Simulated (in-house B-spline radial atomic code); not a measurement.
Atomic self-consistent-field run: the promethium ion Pm²⁺. Computed with a B-spline radial code for spherical atoms: scalar-relativistic (X2C) OLYP, spin-polarised, spherical fractional occupations, Fermi nucleus of rms radius 4.962 fm.

Command:
```bash
python run_scf.py task.json out
```
Settings (nuclear radius in fm, mass in u):
```
Z                61
configuration    [Xe] 4f5
hamiltonian      x2c
method           optx,lyp
spin_polarised   True
nucleus          fermi
rms_radius       4.962
atomic_mass      144.91276
speed_of_light   137.035999084
```

Output (hartree, bohr):
```
 radial grid: 78 intervals, B-splines of order 8, outer radius 53.7037 bohr

 iter        energy (Eh)    residual
    1      -10000.632773    5.93e-01
    2      -10004.796577    7.90e-01
    3      -10022.176401    1.58e-01
    4      -10022.630776    4.82e-02
    5      -10022.672493    2.84e-02
    6      -10022.683542    6.27e-03
    7      -10022.685388    3.04e-03
    8      -10022.685680    2.49e-04
    9      -10022.685681    1.21e-05
   10      -10022.685681    8.72e-07
   11      -10022.685681    3.80e-08

 total energy                    -10022.68568
 kinetic                           10841.2190
 electron-nucleus                 -24502.9912
 Hartree                            3874.3161
 exchange-correlation               -235.2297

 orbital      occ     eigenvalue          <r>       <r^2>       <1/r>       r_max
 1s up      1.000     -1650.7292    0.0224953 0.000698381     71.8821     0.01397
 1s down    1.000     -1650.7291    0.0224953 0.000698381     71.8821     0.01397
 2s up      1.000      -268.9685    0.0983276   0.0114739     16.5325     0.08368
 2s down    1.000      -268.9674    0.0983265   0.0114736     16.5327     0.08368
 2p up      3.000      -240.6461    0.0867061  0.00919216     14.7846      0.0672
 2p down    3.000      -240.6454    0.0867051  0.00919188     14.7847      0.0672
 3s up      1.000       -59.0700     0.260211   0.0775035     5.91565      0.2388
 3s down    1.000       -59.0108     0.260016   0.0773852     5.92112      0.2387
 3p up      3.000       -50.1404     0.258332   0.0774497     5.42169      0.2337
 3p down    3.000       -50.0813     0.258099   0.0773077     5.42693      0.2336
 3d up      5.000       -37.7333     0.236158   0.0656516      5.1052      0.1916
 3d down    5.000       -37.6879     0.235885   0.0654868      5.1099      0.1915
 4s up      1.000       -12.1743     0.593039    0.397142     2.44152      0.5524
 4s down    1.000       -12.0275     0.592781    0.396737     2.44134      0.5523
 4p up      3.000        -9.2353     0.627455    0.447978     2.21108      0.5761
 4p down    3.000        -9.0876     0.627096    0.447438     2.21136      0.5758
 4d up      5.000        -5.0461     0.688218    0.549851     1.92704      0.6029
 4d down    5.000        -4.8957     0.688205    0.550137     1.92691      0.6024
 5s up      1.000        -2.0559      1.42895     2.29441    0.935493       1.286
 5s down    1.000        -1.9616      1.45262     2.37222    0.916189       1.302
 5p up      3.000        -1.3403      1.66031     3.12431      0.7879       1.455
 5p down    3.000        -1.2714      1.69872     3.27401    0.766341       1.479
 4f up      5.000        -0.6113      1.00757     1.35893     1.33205      0.6359
```

Cost of the run: 0.44 s on 1 thread of Arm Neoverse V1, on a shared host.

One-electron X2C: radii and densities carry no picture-change correction, so inner-shell <1/r> comes out high (for 1s by about 2 % at Z = 33, 5 % at 54, 10 % at 75, 30 % at 118) and <r> low.
